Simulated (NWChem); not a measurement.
# C$_{3}$H$_{6}$OSi; SMILES C#CCO[SiH3]

```xyz
11

C      0.3446     3.0852     0.0000
C     -0.0842     1.9539     0.0000
C     -0.6300     0.5987     0.0000
O      0.3924    -0.3604     0.0000
Si     0.1242    -2.0072     0.0000
H      0.7317     4.0876     0.0000
H     -1.2842     0.4855     0.8878
H     -1.2842     0.4855    -0.8878
H      1.4650    -2.6474     0.0000
H     -0.6515    -2.4168     1.2131
H     -0.6515    -2.4168    -1.2131
```
Atoms are numbered in this order, from 1.

Level: PBE0/def2-SVP (NWChem), optimised geometry, unscaled harmonic frequencies. 

Task: List the harmonic frequencies with IR intensities, and the thermochemistry.

Result: 
```csv
frequency (cm⁻¹),IR intensity (km/mol)
36,1.2
126,2.0
128,0.7
238,2.3
336,8.7
495,6.6
688,38.8
710,58.6
725,40.1
736,30.5
844,43.5
932,75.2
950,133.0
977,50.9
982,302.6
1010,3.3
1187,304.6
1268,1.5
1404,72.8
1468,5.1
2218,150.6
2222,87.7
2256,2.4
2284,97.2
2999,29.2
3041,17.9
3491,69.4
```

```yaml
zero_point_energy: 48.2 kcal/mol
thermal correction to the enthalpy at 298.15 K (with zero-point energy): 53.2 kcal/mol
heat capacity Cv: 22.9 cal/(mol K)
entropy at 298.15 K and 1 atm (symmetry number 1): 82.5 cal/(mol K)
dipole_moment: 1.15 D
```

Rigid rotor and harmonic oscillator; modes under 100 cm⁻¹ make the entropy uncertain.
